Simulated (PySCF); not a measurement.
**C4HF3: g tensor and hyperfine couplings**

C4HF3 (triplet state).
SMILES with atom numbers: `[CH:1]#[C:2][C:3][C:4]([F:5])([F:6])[F:7]` (hydrogens: H8 on C1)

Level of theory: PySCF, UKS B3LYP, pcH-1 on C F H, non-relativistic, mean-field spin-orbit, GIAO. Isolated species at its GFN2-xTB geometry, gas phase. This triplet need not be the ground state; the singlet was not compared here. A GFN2-xTB geometry isn't a minimum of the functional, and hyperfine couplings can be far from their values at a DFT geometry. Stability of the SCF solution: not tested.

* g1, g2, g3: 2.00216, 2.00235, 2.00235
* g_iso: 2.00229
* Form of g: axial
* ⟨S²⟩: 2.0529 (exact 2.0000)
* α and β electrons: 27, 25

Isotropic coupling and dipolar principal values T1 to T3, in mT (MHz turned into mT with g_iso):

| atom | isotope | a_iso | T1 | T2 | T3 | Mulliken spin population |
| --- | --- | --- | --- | --- | --- | --- |
| C1 | 13C | 2.00 | -1.90 | 0.95 | 0.95 | 1.27 |
| C2 | 13C | -2.42 | -0.41 | -0.41 | 0.82 | -0.48 |
| C3 | 13C | 2.09 | -1.97 | 0.99 | 0.99 | 1.23 |
| C4 | 13C | -1.06 | -0.01 | -0.01 | 0.02 | -0.03 |
| F5 | 19F | 1.90 | -1.28 | -0.69 | 1.97 | 0.02 |
| F6 | 19F | 1.90 | -1.28 | -0.69 | 1.97 | 0.02 |
| F7 | 19F | 1.90 | -1.27 | -0.69 | 1.97 | 0.02 |
| H8 | 1H | -1.77 | -0.46 | -0.46 | 0.91 | -0.05 |

Largest spin populations (Mulliken): C1 (+1.27), C3 (+1.23) and C2 (-0.48). The positive populations add up to 2.57 and the negative ones to -0.57, together 2S = 2.

Axes: g1 points within 1° of the C1–H8 bond.

The 13C coupling of C2 (-67.9 MHz) shows only in satellite lines or after enrichment, since that isotope makes up about 1.07 % of natural carbon.

The spin density at the nucleus, in bohr⁻³, is negative for C2 (-0.1207), C4 (-0.0530) and H8 (-0.0222), for instance. A restricted open-shell determinant has no negative spin density anywhere; here it arises because α and β orbitals differ (spin polarisation).
